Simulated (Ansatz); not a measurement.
Consider the formal hydrolysis of a B–C bond: `COB(C)N` + H₂O → `COB(N)O` + CH₄.

Calculated with Ansatz (gas phase, PBE0-D4/def2-TZVP geometries, no zero-point term in ΔE). CCSD(T)/CBS adds triple-zeta CCSD(T) − MP2 to the extrapolated MP2 energy (def2 sets, frozen cores). This one scheme is used for every species. Functionals use def2-TZVPP. B3LYP here is the variant with VWN-RPA as its local correlation; programs differ in this. HSE06 is defined as in plane-wave codes. One conformer a species, not always the lowest.

(1) Is it downhill or uphill in electronic energy at CCSD(T)/CBS, and by how much? (Best estimate.)

(2) What do these levels give: BLYP-D4, B3LYP-D4, r2SCANh-D4, HSE06-D4, revPBE, MP2/def2-QZVPP? (An estimate is asked.)

Largest T1 diagnostic among the species: 0.011.

## Answers

(1) Ansatz gave: Downhill: ΔE = -114.0 kJ/mol.

(2) Ansatz gave: BLYP-D4 -118.6, B3LYP-D4 -121.1, r2SCANh-D4 -122.1, HSE06-D4 -115.3, revPBE -114.2, MP2/def2-QZVPP -115.0 kJ/mol.

In def2-TZVPP, CCSD(T) changes the Hartree–Fock value by +18.4 kJ/mol (the triples alone add +1.8 kJ/mol) and MP2 by +18.9 kJ/mol. Leaving LDA and LC-ωPBE aside and taking each functional with its dispersion term where it has one, the values, not all of them listed here, spread over 15.8 kJ/mol, from BHLYP-D4 to revPBE-D4. The D4 term adds +3.4 kJ/mol with B3LYP and +2.0 kJ/mol with PBE0; it sums over pairs of atoms, weighted by their polarisabilities, and B3LYP, whose exchange is more repulsive, gets the larger term.
